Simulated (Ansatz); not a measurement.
Li₄S₂. Charge 0, multiplicity 1. Geometry PBE0-D4/def2-TZVP.

```xyz
6

Li   -2.8255   -0.1890    2.1769
Li   -0.0619   -1.2053   -0.1890
Li    2.8243    0.1983   -2.1757
Li    0.0622    1.2006    0.1870
S     1.8687   -0.0460   -0.3359
S    -1.8678    0.0415    0.3367
```

LC-ωPBE has ω = 0.4 bohr⁻¹. Another isomer (singlet) lies 0.24 eV lower at PBE0-D4/def2-TZVP; other spin states weren't run for this one.

Problem. Estimate the orbital energies around the gap (eV) in Ansatz with PBE-D4/def2-TZVP, revPBE-D4/def2-TZVP, r2SCAN-D4/def2-TZVP, PBE0-D4/def2-TZVP, LC-ωPBE/def2-TZVP.

Solution. 
```csv
orbital,PBE-D4/def2-TZVP,revPBE-D4/def2-TZVP,r2SCAN-D4/def2-TZVP,PBE0-D4/def2-TZVP,LC-ωPBE/def2-TZVP
HOMO−9,-48.66,-48.74,-50.19,-52.68,-54.40
HOMO−8,-48.63,-48.71,-50.15,-52.65,-54.36
HOMO−7,-13.57,-13.50,-14.16,-15.62,-18.93
HOMO−6,-13.47,-13.40,-14.06,-15.51,-18.78
HOMO−5,-5.04,-4.96,-5.20,-6.19,-8.88
HOMO−4,-4.55,-4.48,-4.71,-5.62,-8.20
HOMO−3,-4.20,-4.13,-4.36,-5.21,-7.74
HOMO−2,-4.16,-4.09,-4.31,-5.16,-7.66
HOMO−1,-3.95,-3.88,-4.09,-4.96,-7.45
HOMO,-3.87,-3.81,-4.02,-4.88,-7.38
LUMO,-1.46,-1.48,-0.85,-0.94,0.29
LUMO+1,-1.37,-1.40,-0.72,-0.85,0.36
LUMO+2,-0.18,-0.13,0.38,0.38,1.76
LUMO+3,0.31,0.32,0.88,0.81,2.00
LUMO+4,0.47,0.54,1.08,1.08,2.67
LUMO+5,0.66,0.72,1.28,1.28,2.87
```
